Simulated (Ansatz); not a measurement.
Isomers of C2H7Bi (singlet), relaxed with PBE-D4/def2-SVP; total energies from Ansatz at CCSD(T)/def2-TZVP.

| isomer | description | energy (Eh) |
| --- | --- | --- |
| A | BiMe2H (C₂H₇Bi) | -294.19197 |
| B | BiH2Et (C₂H₇Bi) | -294.18199 |

In the def2 sets Bi takes a core potential; there is no spin–orbit coupling. Correlated methods freeze 6 core orbitals; core or outer-core shells of Bi are correlated, in sets that lack core-valence functions.

**Question.** Work out the relative energies (1 Eh = 2625.5 kJ/mol) and the Boltzmann populations at 500 K from electronic energies alone (R = 8.314 J/mol/K).

**Answer.** ΔE: A 0.0, B 26.2 kJ/mol. RT = 4.16 kJ/mol. Factors exp(−ΔE/RT): A 1, B 0.00184; sum 1.002. Populations: A 99.8 %, B 0.2 %. Zero-point energy, vibrational entropy and symmetry numbers are left out and can shift these; an error of 4 kJ/mol changes a ratio by a factor of 2.6. Over the other density-functional and correlated levels in def2 sets, the gap between A and B ranges from 10 to 26 kJ/mol.
